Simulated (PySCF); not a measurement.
H11NSi4.
Numbering: `[SiH3:1][SiH2:2][N:3]([SiH3:4])[SiH3:5]` (hydrogens: H6, H7, H8 on Si1; H9, H10 on Si2; H11, H12, H13 on Si4; H14, H15, H16 on Si5)

The same species was optimised twice, with GFN2-xTB and with PBE0-D3(BJ)/def2-SVP (PySCF), and the same property calculations (PySCF, gas phase) were run on both structures.

```
        coordinate  GFN2-xTB  PBE0-D3(BJ)/def2-SVP  change
       Si1–Si2 (Å)     2.304                 2.348  +0.044
        Si1–H6 (Å)     1.468                 1.496  +0.028
       Si2–H10 (Å)     1.470                 1.498  +0.028
        Si1–H8 (Å)     1.469                 1.497  +0.028
        Si1–H7 (Å)     1.469                 1.496  +0.027
        Si2–H9 (Å)     1.470                 1.497  +0.027
        N3–Si4 (Å)     1.740                 1.754  +0.014
        N3–Si5 (Å)     1.740                 1.754  +0.014
        Si2–N3 (Å)     1.755                 1.761  +0.006
     N3–Si2–H9 (°)     105.1                 110.9    +5.8
    Si2–Si1–H7 (°)     114.2                 109.2    -5.0
   Si1–Si2–H10 (°)     114.3                 109.7    -4.6
    Si2–Si1–H8 (°)     114.2                 109.9    -4.3
    Si1–Si2–H9 (°)     114.3                 110.5    -3.8
     H6–Si1–H7 (°)     105.6                 108.9    +3.3
     H6–Si1–H8 (°)     105.6                 108.8    +3.2
     H7–Si1–H8 (°)     105.3                 108.3    +3.0
Si1–Si2–N3–Si4 (°)        82                    71     -11
```

Rotational constants: A = 2329, B = 1180, C = 969.0 MHz (GFN2-xTB) against A = 2357, B = 1133, C = 914.2 MHz (PBE0-D3(BJ)/def2-SVP). Point groups within 0.08 Å: Cs and C1. Atoms that the bonding makes alike are paired by their places after alignment. End groups have turned between the structures, so H11, H12, H13, H14, H15, H16 are left out of the comparison.

On the GFN2-xTB structure: lowest singlet, TDDFT (eV) 5.77 [CAM-B3LYP/def2-SVPD]; lowest triplet, Tamm–Dancoff (eV) 5.36 [CAM-B3LYP/def2-SVPD]; isotropic polarisability (au) 113.3 [CAM-B3LYP/def2-SVPD]; HOMO (eV) -8.60 [CAM-B3LYP/def2-SVPD]; LUMO (eV) 0.43 [CAM-B3LYP/def2-SVPD]; dipole (D) 0.17 [CAM-B3LYP/def2-SVPD]; HOMO (eV) -7.35 [PBE0/pcSseg-1]; LUMO (eV) -0.61 [PBE0/pcSseg-1]; dipole (D) 0.24 [PBE0/pcSseg-1]; GIAO shielding of Si1 (ppm) 476.8 [PBE0/pcSseg-1]; GIAO shielding of Si2 (ppm) 381.7 [PBE0/pcSseg-1]; GIAO shielding of N3 (ppm) 275.9 [PBE0/pcSseg-1]; GIAO shielding of Si4/Si5 (mean) (ppm) 392.3 [PBE0/pcSseg-1].

Question: What do these properties become on the PBE0-D3(BJ)/def2-SVP structure?

Answer: 
```csv
property,level,on GFN2-xTB,on PBE0-D3(BJ)/def2-SVP,change
"lowest singlet, TDDFT (eV)",CAM-B3LYP/def2-SVPD,5.77,5.76,-0.01
"lowest triplet, Tamm–Dancoff (eV)",CAM-B3LYP/def2-SVPD,5.36,5.35,-0.01
isotropic polarisability (au),CAM-B3LYP/def2-SVPD,113.3,118.0,+4.7
HOMO (eV),CAM-B3LYP/def2-SVPD,-8.60,-8.55,+0.05
LUMO (eV),CAM-B3LYP/def2-SVPD,0.43,0.46,+0.03
dipole (D),CAM-B3LYP/def2-SVPD,0.17,0.14,-0.03
"energy, GFN2-xTB geometry as zero (kcal/mol)",CAM-B3LYP/def2-SVPD,0.0,-4.9,-4.9
HOMO (eV),PBE0/pcSseg-1,-7.35,-7.32,+0.03
LUMO (eV),PBE0/pcSseg-1,-0.61,-0.56,+0.05
dipole (D),PBE0/pcSseg-1,0.24,0.19,-0.05
"energy, GFN2-xTB geometry as zero (kcal/mol)",PBE0/pcSseg-1,0.0,-4.7,-4.7
GIAO shielding of Si1 (ppm),PBE0/pcSseg-1,476.8,462.4,-14.4
GIAO shielding of Si2 (ppm),PBE0/pcSseg-1,381.7,384.9,+3.2
GIAO shielding of N3 (ppm),PBE0/pcSseg-1,275.9,294.3,+18.4
GIAO shielding of Si4/Si5 (mean) (ppm),PBE0/pcSseg-1,392.3,395.6,+3.3
```

The heavy atoms differ by 0.187 Å rms after alignment (one structure mirrored). Among the bonds compared Si1–Si2 changes most (+0.044 Å). Changes are differences of the printed values. Neither structure is proved a minimum here.

The values belong to the conformer `[SiH3:1][SiH2:2][N:3]([SiH3:4])[SiH3:5]`: Si1–Si2–N3–Si4 71°.
